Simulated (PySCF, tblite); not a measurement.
Isomers of C5H7P3, one GFN2-xTB conformer each. Single-point energies are computed at PBE0/pcSseg-1 (PySCF, gas phase, no added dispersion term), electronic only.

```json
{"SMILES": "Cc1pcpc(C)p1", "GFN2-xTB relative energy (kcal/mol)": "0.9"}
{"SMILES": "CCc1pcpcp1", "GFN2-xTB relative energy (kcal/mol)": "0.0"}
```

Conformers: `[CH3:1][CH2:2][c:3]1[p:4][cH:5][p:6][cH:7][p:8]1` with C1–C2–C3–P4 89°.

Q: What does PBE0/pcSseg-1 give for the same structures?

A: 
| SMILES | PBE0/pcSseg-1 E (Eh) | PBE0/pcSseg-1 (kcal/mol) | GFN2-xTB (kcal/mol) | point group |
| --- | --- | --- | --- | --- |
| CCc1pcpcp1 | -1218.07828 | 0.0 | 0.0 | Cs |
| Cc1pcpc(C)p1 | -1218.07751 | 0.5 | 0.9 | Cs |

Both levels put the same isomer lowest. Neighbours under 2.5 kcal/mol apart (CCc1pcpcp1 and Cc1pcpc(C)p1) can change places with a better method, another conformer or zero-point energy.

Q: Which frontier levels, dipoles and rotational constants go with these structures?

A: 
| SMILES | HOMO (eV, PBE0/pcSseg-1) | LUMO (eV) | dipole (D) | A, B, C (MHz) |
| --- | --- | --- | --- | --- |
| CCc1pcpcp1 | -7.36 | -2.46 | 0.84 | 2095, 958.6, 703.6 |
| Cc1pcpc(C)p1 | -7.13 | -2.35 | 0.65 | 1804, 1141, 705.0 |

Q: What happens when harmonic zero-point energies from GFN2-xTB frequencies are added?

A: 
```tsv
SMILES	ZPE (kcal/mol)	electronic (kcal/mol)	with ZPE (kcal/mol)
CCc1pcpcp1	66.3	0.0	0.4
Cc1pcpc(C)p1	65.4	0.5	0.0
```

The zero-point energies span 0.9 kcal/mol. Cc1pcpc(C)p1 becomes the lowest.
